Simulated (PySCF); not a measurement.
Simulation results for BH$_{4}$OSi, CHBFO, Al$_{2}$H$_{3}$O

All values are calculated (PySCF 2.14.0). Calculation on a computer-drawn molecule: the log of a Hartree-Fock and frozen-core CCSD(T) single point meant for a local Hartree-Fock minimum, with one planted fault or none, to be diagnosed. Offsets are logged minus clean, where the clean run is the same molecule without the fault. The reference is restricted for singlets and unrestricted otherwise, and also for a bond in bohr or an excited solution. Adding or removing an electron swaps singlet and doublet. The excited solution moves the top pair (singlet) or top alpha electron (doublet) to the lowest empty orbital. Highest occupied and lowest empty are orbital energies over both spins, largest force is the largest gradient component, triples share is (T) over the correlation energy, the T1 limit is 0.02 restricted and 0.045 unrestricted, electrons count all cores, a negative frequency is imaginary (commonest isotopes), and the dipole is about the centre of nuclear charge.

Common to all runs: meant charge -1; meant multiplicity 1; logged SCF converged yes; logged CC converged yes; logged SCF stable within its kind yes; possible faults no fault, one electron removed, one electron added, multiplicity raised by two, geometry at a saddle point, SCF held on an excited solution, minimal basis STO-3G, one bond length entered in bohr, all coordinates scaled.

(1) 
```xyz
7
formula=BH4OSi meant_basis=aug-cc-pV(D+d)Z logged_electrons=32 logged_basis_functions=114 logged_spin_squared=0.066 logged_highest_occupied=-2.4349 logged_lowest_empty=3.5932 logged_largest_force=0.055088 logged_T1_diagnostic=0.031501 logged_D1_diagnostic=0.13859 logged_triples_share=0.040058 logged_dipole_magnitude=8.2602 logged_energy_HF=-390.77636 logged_energy_CCSD(T)=-391.25426
O      0.2764     0.6403    -0.1827
B     -0.9034     0.3642     0.1844
Si    -2.3944    -0.3147    -1.1739
H     -1.7581     0.5117     2.3896
H     -2.0024    -0.4320    -2.6217
H     -2.9614    -1.6792    -0.8505
H     -3.6433     0.5378    -1.2142
```

Units: logged_highest_occupied, logged_lowest_empty in eV; logged_largest_force in hartree/bohr; logged_dipole_magnitude in debye; logged_energy_HF, logged_energy_CCSD(T) in hartree.

Drawn bonds:
```tsv
atom	other atom	order
1	2	1
2	3	1
2	4	1
3	5	1
3	6	1
3	7	1
```

(2) 
```xyz
5
formula=CHBFO meant_basis=aug-cc-pVDZ logged_electrons=30 logged_basis_functions=101 logged_spin_squared=0 logged_highest_occupied=-1.7073 logged_lowest_empty=4.0674 logged_largest_force=3.627e-05 logged_lowest_frequency=147.43 logged_T1_diagnostic=0.020592 logged_D1_diagnostic=0.060903 logged_triples_share=0.03507 logged_dipole_magnitude=4.3761 logged_energy_HF=-237.42869 logged_energy_CCSD(T)=-238.08796
O      1.9753     0.9865    -2.0528
C      2.0169     0.2052    -1.1292
B      1.1950    -1.1667    -0.8869
F      0.1301    -0.8985    -0.0237
H      2.8277     0.3649    -0.3605
```

Units: logged_highest_occupied, logged_lowest_empty in eV; logged_largest_force in hartree/bohr; logged_lowest_frequency in cm⁻¹; logged_dipole_magnitude in debye; logged_energy_HF, logged_energy_CCSD(T) in hartree.

Drawn bonds:
```tsv
atom	other atom	order
1	2	1
2	3	2
3	4	1
2	5	1
```

Notes: T1 above single-reference limit.

(3) 
```xyz
6
formula=Al2H3O meant_basis=aug-cc-pV(D+d)Z logged_electrons=37 logged_basis_functions=114 logged_spin_squared=0.7685 logged_highest_occupied=-9.5065 logged_lowest_empty=0.10186 logged_largest_force=0.06413 logged_T1_diagnostic=0.051707 logged_D1_diagnostic=0.26353 logged_triples_share=0.028182 logged_dipole_magnitude=1.3991 logged_energy_HF=-560.42442 logged_energy_CCSD(T)=-560.76661
O      2.2269    -0.9576     0.9652
Al     1.1646    -0.5270    -0.1798
Al     1.0395     2.0704    -0.7314
H      0.1641    -1.4888    -1.0341
H      0.1236     3.1813     0.0207
H      1.9585     2.8840    -1.7955
```

Units: logged_highest_occupied, logged_lowest_empty in eV; logged_largest_force in hartree/bohr; logged_dipole_magnitude in debye; logged_energy_HF, logged_energy_CCSD(T) in hartree.

Drawn bonds:
```tsv
atom	other atom	order
1	2	1
2	3	1
2	4	1
3	5	1
3	6	1
```

Notes: T1 above single-reference limit.

**Q.** Which fault was planted in the run of BH$_{4}$OSi (entry 1)?
**A.** one bond length entered in bohr, row 3 of the drawn bonds

**Q.** CHBFO (entry 2): planted fault?
**A.** no fault

**Q.** Al$_{2}$H$_{3}$O (entry 3): planted fault?
**A.** one electron removed

Further results for BH$_{4}$OSi (entry 1):

* HF energy offset from clean run: 49.64 kcal/mol
* CCSD(T) energy offset from clean run: 43.78 kcal/mol

Further results for CHBFO (entry 2):

* HF energy offset from clean run: 0 kcal/mol
* CCSD(T) energy offset from clean run: 0 kcal/mol

Further results for Al$_{2}$H$_{3}$O (entry 3):

- HF energy offset from clean run: 27.45 kcal/mol
- CCSD(T) energy offset from clean run: 69.38 kcal/mol
